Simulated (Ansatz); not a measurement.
A nudged elastic band was laid between two geometries of ClGeH6OSbSi (11 atoms, charge 0, multiplicity 1).

The calculation used RKS PBE-D4/def2-SVP in Ansatz 0.2.0.

- movable images: 5
- climbing image: yes
- spring: 5.0 eV/Å²
- optimiser: quadratic models (default)
- start path: IDPP
- force threshold: 0.05 eV/Å
- iteration limit: 60
- end points: relaxed

Image 0:

```xyz
11
Properties=species:S:1:pos:R:3
O -0.352 1.204 1.410
Si 1.130 1.206 0.622
Sb 1.573 -0.932 -0.848
Ge -1.048 -1.291 -0.923
Cl -1.997 0.701 -1.261
H -1.103 1.275 0.779
H 1.301 2.390 -0.297
H 2.184 1.236 1.690
H 1.615 -1.899 0.593
H -1.546 -2.131 -2.133
H -1.691 -1.815 0.388
```

Image 6:

```xyz
11
Properties=species:S:1:pos:R:3
O 1.780 0.776 2.243
Si 0.854 0.914 0.839
Sb 1.154 -1.235 -0.639
Ge -1.260 -0.717 -1.587
Cl -1.184 1.418 -2.133
H 1.508 0.060 2.844
H -0.606 1.133 1.151
H 1.419 2.092 0.109
H 0.442 -2.175 0.643
H -1.629 -1.468 -2.897
H -2.413 -0.854 -0.552
```

What changes between the two ends?

No bond is made or broken. The dihedral H7–Si2–Sb3–Ge4 goes from -103 to 29°.

What energy profile does the band end with?

It converged. The highest image is number 4 of 0 to 6, 24.7 kJ/mol above the first end and 4.8 kJ/mol above the last; the last end lies 20.0 kJ/mol above the first. A vibrational analysis at the climbing image gives one clearly imaginary mode, 48i cm⁻¹: a first-order saddle point.

```json
{"image": "0", "path coordinate (Å)": "0.00", "energy (kJ/mol)": "0.0", "dihedral H7–Si2–Sb3–Ge4 (°)": "-103"}
{"image": "1", "path coordinate (Å)": "1.11", "energy (kJ/mol)": "8.7", "dihedral H7–Si2–Sb3–Ge4 (°)": "-80"}
{"image": "2", "path coordinate (Å)": "2.21", "energy (kJ/mol)": "19.5", "dihedral H7–Si2–Sb3–Ge4 (°)": "-65"}
{"image": "3", "path coordinate (Å)": "3.33", "energy (kJ/mol)": "23.0", "dihedral H7–Si2–Sb3–Ge4 (°)": "-47"}
{"image": "4", "path coordinate (Å)": "4.44", "energy (kJ/mol)": "24.7", "dihedral H7–Si2–Sb3–Ge4 (°)": "-24"}
{"image": "5", "path coordinate (Å)": "5.67", "energy (kJ/mol)": "22.5", "dihedral H7–Si2–Sb3–Ge4 (°)": "4"}
{"image": "6", "path coordinate (Å)": "6.90", "energy (kJ/mol)": "20.0", "dihedral H7–Si2–Sb3–Ge4 (°)": "29"}
```

What is the geometry of the highest image?


```xyz
11
Properties=species:S:1:pos:R:3
O 0.644 0.689 2.493
Si 0.999 1.035 0.884
Sb 1.366 -1.134 -0.562
Ge -1.067 -0.834 -1.558
Cl -1.025 1.061 -2.672
H -0.146 0.140 2.639
H -0.052 1.888 0.218
H 2.295 1.789 0.927
H 0.712 -2.079 0.744
H -1.460 -1.927 -2.592
H -2.200 -0.686 -0.500
```

What are the harmonic wavenumbers there?

48i, 31, 68, 86, 146, 212, 234, 292, 389, 397, 480, 498, 504, 610, 690, 706, 789, 825, 844, 882, 916, 1852, 2038, 2064, 2137, 2187, 3765 cm⁻¹.

The run took 6.7 min on 2 threads of Arm Neoverse V1, on a shared host, peak memory 0.23 GiB.
